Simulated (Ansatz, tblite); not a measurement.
Isomers of Pd₃Au₂⁺ (doublet), found by a short tight-binding search and relaxed with r2SCAN-D4/def2-SVP in Ansatz.

In the def2 sets Au, Pd take a core potential; there is no spin–orbit coupling. The xTB rows come from tblite. Correlated methods freeze no core orbitals; core or outer-core shells of Pd, Au are correlated, in sets that lack core-valence functions.

Run but left out: HF/def2-TZVP, PBE-QIDH/def2-TZVP, MP2/def2-TZVP (B: ⟨S²⟩ 1.32 to 1.59, where a pure state has 0.75); HF/def2-TZVP, r2SCANh-D4/def2-TZVP, PBE-QIDH/def2-TZVP, MP2/def2-TZVP (C: ⟨S²⟩ 1.11 to 1.77, where a pure state has 0.75).

A further structure is left out (at the level of its geometry, ⟨S²⟩ 1.50, where a pure state has 0.75); at PBE0-D4/def2-TZVP its energy lies 1.30 eV above the lowest shown.

B: At PBE0-D4/def2-SVP, PBE0-D4/def2-TZVP the charge 1 doublet is spin-contaminated (final ⟨S²⟩ up to 0.83, 0.75 for a pure state).

Other spin states weren't relaxed.

A:

```tsv
atom	x (Å)	y (Å)	z (Å)
Pd1	0.445	1.891	-0.823
Pd2	-0.533	-1.884	0.786
Pd3	1.405	-0.114	0.587
Au4	-1.128	0.709	0.977
Au5	-0.188	-0.602	-1.527
```

B:

Cartesian coordinates in Å:
```
Pd -0.7843 0.3440 1.3316
Pd 0.7343 1.2355 -0.6645
Pd 1.6842 -0.3534 1.1229
Au 0.1120 -1.5486 -0.6052
Au -1.7462 0.3226 -1.1849
```

C:

```csv
atom,x (Å),y (Å),z (Å)
Pd1,-0.391,-1.329,-0.725
Pd2,1.123,0.006,1.085
Pd3,-0.727,1.337,-0.350
Au4,-1.480,-0.406,1.525
Au5,1.474,0.392,-1.533
```

**Question.** Estimate which lies lowest at each level, and how far above it the others are (kJ/mol).

**Answer.** 
```
              level      A     B     C
           GFN1-xTB   11.0   0.0   7.8
           GFN2-xTB  131.3  50.8   0.0
    PBE-D4/def2-SVP    7.0   0.3   0.0
   PBE-D4/def2-TZVP    8.2   1.5   0.0
  BLYP-D4/def2-TZVP    5.8   0.0   0.8
r2SCAN-D4/def2-TZVP    9.8   0.4   0.0
   PBE0-D4/def2-SVP   13.4   0.0  15.7
  PBE0-D4/def2-TZVP   13.5   0.0  14.0
  RPA@PBE/def2-TZVP   32.6  23.0   0.0
```
Point groups (tolerance 0.1 Å): A C2v, B Cs, C D3h. Lower isomers may exist.
